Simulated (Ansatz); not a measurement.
Conformers of C₂H₇FGaNS (`C[N](C)[Ga]([F])[SH]`), each relaxed with PBE0-D4/def2-TZVP in Ansatz. CBS adds the triple-zeta coupled-cluster correction to the MP2 limit.

Outer-core shells of Ga are correlated without core-valence functions. Scalar relativity is left out up to krypton. Spin–orbit coupling is left out.

Not all of them had a frequency check.

Conformer A:

```xyz
13

C     0.531   -0.569    1.505
N     0.106   -0.064    0.222
C     0.987    0.924   -0.340
Ga   -1.404   -0.652   -0.569
F    -2.292   -1.865    0.336
S    -2.276   -0.068   -2.483
H    -0.175   -1.312    1.880
H     1.520   -1.042    1.440
H     0.599    0.238    2.248
H     1.076    1.803    0.315
H     1.999    0.523   -0.491
H     0.624    1.273   -1.310
H    -1.296    0.811   -2.752
```

Conformer B:

```xyz
13

C     1.274   -1.104    0.220
N     0.084   -0.298    0.108
C    -1.110   -0.935    0.598
Ga    0.102    1.363   -0.586
F     1.662    1.962   -1.128
S    -1.623    2.682   -0.811
H     1.479   -1.371    1.266
H     1.177   -2.041   -0.346
H     2.142   -0.566   -0.167
H    -1.021   -1.194    1.662
H    -1.979   -0.282    0.489
H    -1.323   -1.864    0.050
H    -0.865    3.649   -1.355
```

Task: Which is lowest in electronic energy at CCSD(T)/CBS (frozen core, def2 sets), and by how much? (Best estimate.)

Result: Computed: B; A lies 2.2 kJ/mol higher.

Task: Give the energies relative to B (kJ/mol) with PBE-D4/def2-TZVPP, ωB97M-V/def2-TZVPP, PBE0/def2-TZVPP, HF/def2-TZVPP, SCS-MP2/def2-TZVPP, HF/def2-QZVPP, MP2/def2-QZVPP. (Best estimate.)

Result: The calculation gave: 
```json
{"level": "PBE-D4/def2-TZVPP", "A": "2.6"}
{"level": "ωB97M-V/def2-TZVPP", "A": "2.5"}
{"level": "PBE0/def2-TZVPP", "A": "2.8"}
{"level": "HF/def2-TZVPP", "A": "3.0"}
{"level": "SCS-MP2/def2-TZVPP", "A": "2.8"}
{"level": "HF/def2-QZVPP", "A": "2.8"}
{"level": "MP2/def2-QZVPP", "A": "2.5"}
```
